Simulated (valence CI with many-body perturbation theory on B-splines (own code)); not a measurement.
The numbers below are computed, except where a source is named.
# Sensitivity of CI+MBPT for Hg XLVIII

Method: configuration interaction combined with many-body perturbation theory (CI+MBPT): five valence electrons over a frozen Dirac-Fock core [Ar] 3d10, a basis of 6 s, 6 p, 5 d, 3 f, 1 g functions for each j, with the one-electron correlation potential Σ1 (screened to all orders), the two-electron term Σ2, the three-electron term Σ3, Breit, model QED; selected single and double excitations, second order for the rest, scaled by the run's own slope (own B-spline code, finite nucleus).

The last digits are not significant, and no measured levels were compared; by estimate large intervals hold to a few tenths of a per cent, small ones and those within an open d or f shell to about a per cent. Among the levels kept, up to 370 cm⁻¹ of a level comes from second order outside the variational space, and about a tenth of that is noise between levels of different J, which matters for small intervals.

The reference run has the lowest level (4s^2 4p1/2^2 4p3/2) J=3/2 and an ionisation energy of 2540.44 eV. Its largest variational space holds 10000 state functions.

Levels are named by their leading jj configuration (3d3/2^4 stands for four electrons in 3d with j = 3/2), which in mixed levels can hold well under half, so a name can repeat and another be missing. Letters in brackets count levels of one name in rising energy.

Changed runs:
A. screening of Σ1 on → off
B. scale of Σ1 1 → 0.9
C. scale of Σ1 1 → 0; averaging of valence orbitals over low configurations on → off
D. box radius (bohr) 2.3877 → 0.27 (bad on purpose)

Excitation energies of the reference run in cm⁻¹, and shifts in cm⁻¹:

| Level | Reference | A | B | C |
| --- | --- | --- | --- | --- |
| (4s^2 4p1/2 4p3/2^2) J=3/2 | 1113140 | +135 | -254 | -2535 |
| (4s^2 4p1/2 4p3/2^2) J=5/2 | 1162380 | +135 | -254 | -2542 |
| (4s^2 4p1/2 4p3/2^2) J=1/2 | 1224640 | +136 | -256 | -2551 |
| (4s^2 4p1/2^2 4d3/2) J=3/2 | 1416440 | -68 | +217 | +2160 |
| (4s^2 4p1/2^2 4d5/2) J=5/2 | 1718560 | -8.3 | +107 | +1054 |
| (4s 4p1/2^2 4p3/2^2) J=5/2 | 2039610 | +108 | -136 | -1352 |
| (4s 4p1/2^2 4p3/2^2) J=1/2 | 2169800 | +113 | -147 | -1458 |
| (4s 4p1/2^2 4p3/2^2) J=3/2 | 2185880 | +111 | -141 | -1404 |
| (4s^2 4p3/2^3) J=3/2 | 2346780 | +271 | -509 | -5081 |
| (4s^2 4p1/2 4p3/2 4d3/2) J=5/2 [a] | 2522410 | +67 | -35 | -358 |
| (4s^2 4p1/2 4p3/2 4d3/2) J=3/2 [a] | 2527410 | +68 | -38 | -385 |
| (4s^2 4p1/2 4p3/2 4d3/2) J=1/2 [a] | 2528900 | +68 | -37 | -371 |
| Ionisation energy (eV) | 2540.44 | +0.06 | -0.16 | -1.60 |

Run D: It gave no result. The program said: "need at least one array to concatenate".
